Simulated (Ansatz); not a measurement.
`O[SiH](Cl)[SiH2][SiH3]` + HCl → `O[SiH](Cl)Cl` + disilane  (cleavage of the Si–Si bond)

Program: Ansatz. Geometries: PBE0-D4/def2-TZVP. ΔE: electronic, gas phase. CBS: MP2 limit from def2 TZ/QZ plus the TZ coupled-cluster correction, frozen cores. This one scheme is used for every species. DFT in def2-TZVPP. B3LYP here is the variant with VWN-RPA as its local correlation; programs differ in this. Each species was taken in one conformer, which may not be the lowest.

`O[SiH](Cl)[SiH2][SiH3]`:

Cartesian coordinates in Å:
```
O -2.338 0.368 1.928
Si -0.768 0.271 1.466
Cl 0.132 2.132 1.553
Si -0.454 -0.475 -0.729
Si 1.805 -0.299 -1.310
H -2.941 0.873 1.379
H -0.118 -0.578 2.488
H -0.923 -1.884 -0.854
H -1.284 0.375 -1.631
H 2.050 -0.900 -2.648
H 2.633 -1.017 -0.304
H 2.205 1.132 -1.336
```

HCl:

```xyz
2

Cl    0.131   -0.572    0.255
H    -0.131    0.572   -0.255
```

`O[SiH](Cl)Cl`:

```xyz
6

O     0.340    0.631    1.132
Si    0.140   -0.295   -0.183
Cl    0.283    0.810   -1.894
Cl   -1.694   -1.190   -0.184
H    -0.262    1.361    1.290
H     1.192   -1.317   -0.161
```

`[SiH3][SiH3]`:

Z-matrix (Å, degrees):
```
Si
Si 1 2.338
H 1 1.488 2 110.3
H 1 1.488 2 110.3 3 120.0
H 1 1.488 2 110.3 3 -120.0
H 2 1.488 1 110.3 3 59.9
H 2 1.488 1 110.3 3 179.9
H 2 1.488 1 110.3 3 -60.1
```

```tsv
level	ΔE (kJ/mol)	difference from CCSD(T)/CBS
PBE-D4	-89.2	14.8
r2SCAN-D4	-104.1	-0.1
B97M-V	-104.9	-0.9
ωB97M-V	-110.4	-6.4
revPBE	-94.8	9.2
PBE0	-99.9	4.1
B3LYP	-109.3	-5.3
r2SCAN0	-108.6	-4.6
CAM-B3LYP	-112.7	-8.7
LC-ωPBE	-104.4	-0.4
CCSD/def2-SVP	-104.3	-0.3
MP2/def2-TZVPP	-110.9	-6.9
CCSD/def2-TZVPP	-105.7	-1.7
CCSD(T)/def2-TZVPP	-102.9	1.1
SCS-MP2/def2-QZVPP	-113.1	-9.1
CCSD/CBS(def2)	-106.8	-2.8
CCSD(T)/CBS	-104.0	0
```

Largest T1 diagnostic among the species: 0.013.

In def2-TZVPP, CCSD(T) changes the Hartree–Fock value by +23.5 kJ/mol (the triples alone add +2.8 kJ/mol) and MP2 by +15.4 kJ/mol. From BLYP to BHLYP (50 % exact exchange), in def2-TZVPP and without D4, ΔE moves by −11.1 kJ/mol. Leaving LDA and LC-ωPBE aside and taking each functional with its dispersion term where it has one, the values, not all of them listed here, spread over 21.4 kJ/mol, from B2PLYP to PBE-D4.

CCSD(T)/CBS has its own doubt, a few kJ/mol and more with outer-core shells, so smaller differences from it don't rank the levels.
